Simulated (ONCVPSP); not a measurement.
# Building the ONCV potential for rhodium (Rh) (PBE, fully relativistic).

| Item | Value |
| --- | --- |
| Element | rhodium (Rh) |
| Generator | ONCVPSP 4.0.1 |
| Type | optimised norm-conserving Vanderbilt (ONCV) |
| Functional | PBE |
| Relativity | fully relativistic |
| Frozen core | [Ar] 3d10 4s2 |
| Valence charge | 15 |
| Reference configuration | 4p6 4d8 5s1 |
| Partial waves | 5s: rc 2.80 bohr, ncon 4, nbas 9, qcut 2.2 1/bohr, 3 projectors, debl 1.9 Ha; 4p: rc 1.70 bohr, ncon 4, nbas 8, qcut 6.2 1/bohr, 2 projectors, debl 1.3 Ha; 4d: rc 1.20 bohr, ncon 4, nbas 7, qcut 8.9 1/bohr, local |
| Local potential | the d channel |
| Core correction | none |

Open shells are filled in proportion to 2j + 1.

In the p channel the program set the typed energies aside and used -1.807, 0.250 Ha (j = l + 1/2; the other j can differ).

All-electron outer shells of the reference configuration (PBE, scalar-relativistic, ld1.x):

| shell | level (eV) | outermost node (bohr) | outermost maximum (bohr) |
| --- | --- | --- | --- |
| 4s | -82.49 | 0.47 | 0.88 |
| 4p | -50.42 | 0.47 | 0.94 |
| 4d | -5.94 | 0.46 | 1.14 |
| 5s | -4.30 | 1.19 | 2.63 |

Task: Estimate the cutoffs (Ha) at which the residual kinetic energy of the hardest occupied pseudo-wave falls to 1 and 0.1 mHa per electron.

Result: 30 Ha and 37 Ha.

Task: Does the potential have ghost states?

Result: No bound ghost flagged; GHOST(+) flagged for s at 10.3 eV.

Task: Which valence shell sets the plane-wave cutoff?

Result: 4d: 30 Ha for 1 mHa per electron, against 16 Ha for 4p.

Task: Tests: 4p6 4d8 5s0; 4p6 4d7 5s0; 4p6 4d6 5s0; 4p6 4d8 5s0 5p1. Which has the largest error in its energy relative to the reference configuration, and how large is it?

Result: 4p6 4d6 5s0, with -21 meV (all-electron minus pseudo) on +59.47 eV.
